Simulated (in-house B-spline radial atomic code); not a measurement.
## Ionising the iridium ion Ir¹⁰⁺ with different functionals

Computed with an all-electron radial atomic-structure program (B-spline basis): scalar-relativistic (spin-free X2C) Hamiltonian, Fermi nucleus of rms radius 5.4032 fm, spin-polarised at highest spin, spherical fractional occupations for the functionals, and exact exchange of hybrids averaged over the configuration. The ionisation energy is the difference of two self-consistent energies, [Kr] 4d10 4f14 5s2 5p5 → [Kr] 4d10 4f14 5s2 5p4, without Breit or QED terms; ε is the level of the shell that loses the electron (its least bound occupied spin orbital). There is no spin-orbit coupling in this Hamiltonian.

```
   method                    rung  ΔSCF (eV)  -ε(5p) (eV)
     PBE0           global hybrid     218.00       210.52
    B3LYP           global hybrid     218.19       210.10
    TPSSh           global hybrid     218.07       209.04
   M06-2X           global hybrid          ?            ?
BHandHLYP           global hybrid          ?            ?
  r2SCAN0           global hybrid     218.35       211.14
    B97-1           global hybrid     218.01       210.08
    HSE06  range-separated hybrid     217.91       209.97
    wB97X  range-separated hybrid     217.78       212.82
CAM-B3LYP  range-separated hybrid     218.15       212.09
  LC-wPBE  range-separated hybrid     218.00       213.22
```

**Question.** What does M06-2X give?

**Answer.** ΔSCF 217.51 eV, and -ε(5p) = 214.06 eV.

**Question.** What does BHandHLYP give?

**Answer.** ΔSCF 217.81 eV, and -ε(5p) = 213.00 eV.

**Question.** Among the functionals, which spreads more, the ΔSCF values or the orbital energies?

**Answer.** The orbital energies: ΔSCF values span about 0.84 eV and the orbital energies 5.02 eV; here energy differences depend much less on the functional than eigenvalues do.

**Question.** How do they compare with the NIST value?

**Answer.** NIST lists 217 eV ± 11 (tabulated theory, ground level to ground level). Errors run from +0.51 to +1.35 eV; all lie within about twice that uncertainty, so the table can't rank the methods.
